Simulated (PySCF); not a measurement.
## Fractional electron number in S⁺ (sulfur, charge +1)

The 3p alpha orbital of [Ne] 3s2 3p3 is emptied in steps (occupation f), with all orbitals relaxed, ending at [Ne] 3s2 3p2. Computed with PySCF 2.14 in def2-TZVP, with the non-relativistic Hamiltonian (point nucleus). The exact energy is a straight line in f; departures are measured from the line between the end points of the same method.

```csv
f,UHF (eV),LDA (eV),PBE (eV),PBE0 (eV),r2SCAN (eV),LC-wPBE (eV),BHandHLYP (eV),wB97X (eV),B3LYP (eV),HSE06 (eV)
1,0.000,0.000,0.000,0.000,0.000,0.000,0.000,0.000,0.000,0.000
0.8,0.117,-0.885,-0.863,-0.621,-0.802,-0.158,-0.387,-0.216,-0.678,-0.686
0.6,0.173,-1.331,-1.295,-0.930,-1.191,-0.234,-0.579,-0.319,-1.017,-1.027
0.4,0.170,-1.335,-1.294,-0.927,-1.177,-0.229,-0.578,-0.311,-1.015,-1.024
0.2,0.112,-0.891,-0.860,-0.614,-0.775,-0.148,-0.384,-0.201,-0.675,-0.679
0,0.000,0.000,0.000,0.000,0.000,0.000,0.000,0.000,0.000,0.000
```

| method | E(f=0) − E(f=1) (eV) | −ε at f=1 (eV) | −ε at f=0.4 (eV) |
| --- | --- | --- | --- |
| UHF | 22.720 | 23.464 | 22.565 |
| LDA | 23.405 | 17.899 | 24.504 |
| PBE | 23.324 | 17.935 | 24.417 |
| PBE0 | 23.388 | 19.501 | 24.182 |
| r2SCAN | 23.526 | 18.480 | 24.581 |
| LC-wPBE | 23.489 | 22.490 | 23.709 |
| BHandHLYP | 23.142 | 20.725 | 23.632 |
| wB97X | 23.254 | 21.893 | 23.560 |
| B3LYP | 23.253 | 19.021 | 24.109 |
| HSE06 | 23.373 | 19.080 | 24.247 |

Orbital energy along the path (eV):

```
  f      UHF      LDA      PBE     PBE0   r2SCAN  LC-wPBE  BHandHLYP    wB97X    B3LYP    HSE06
  1  -23.464  -17.899  -17.935  -19.501  -18.480  -22.490    -20.725  -21.893  -19.021  -19.080
0.8  -23.150  -20.071  -20.082  -21.062  -20.552  -22.906    -21.693  -22.454  -20.710  -20.804
0.6  -22.850  -22.276  -22.248  -22.626  -22.601  -23.316    -22.664  -23.020  -22.409  -22.530
0.4  -22.565  -24.504  -24.417  -24.182  -24.581  -23.709    -23.632  -23.560  -24.109  -24.247
0.2  -22.292  -26.743  -26.567  -25.713  -26.477  -24.070    -24.590  -24.040  -25.797  -25.939
  0  -22.032  -28.974  -28.666  -27.195  -28.316  -24.374    -25.536  -24.475  -27.454  -27.588
```

Reference removal energy between the ground levels: 23.338 eV (measured; NIST Atomic Spectra Database, ionization energies). The calculation has no spin-orbit coupling. UHF lacks correlation.
